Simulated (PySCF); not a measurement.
C₂H₂F₃, charge +1, multiplicity 1. Atoms are numbered in the order given.

```xyz
7

F     -0.1930     1.7978     0.0000
C      0.7011     0.8079     0.0000
C      0.0068    -0.5066     0.0000
F     -1.2288    -0.6050     0.0000
F      0.6470    -1.5753     0.0000
H      1.3628     0.8172     0.8946
H      1.3628     0.8172    -0.8946
```
Charge +1, spin multiplicity 1.

The structure is a stationary point at ωB97X-D3(BJ)/def2-SVP. The multiplicity is an assumed one; other spin states were not compared. The isomer is the one that the SMILES or the coordinates give; other isomers of the formula were not compared. One conformer was computed; it need not be the lowest.

The numbers are results of PBE0/pcSseg-1 run with PySCF, not measurements.

GIAO shieldings, no solvent; atoms listed in one row are averaged. δ = σ(ref) − σ: ¹⁹F against CFCl3 (σ = 167.2 ppm); ¹³C against TMS (σ = 186.3 ppm); ¹H against TMS (σ = 31.56 ppm), references at their B3LYP-D3(BJ)/def2-TZVP geometries, non-relativistic.

Computed chemical shifts:
```csv
nucleus,atoms,count,δ (ppm)
¹⁹F,F4,1,138.9
¹⁹F,F5,1,106.2
¹⁹F,F1,1,-256.2
¹³C,C3,1,223.0
¹³C,C2,1,85.2
¹H,"H6, H7",2,7.06
```
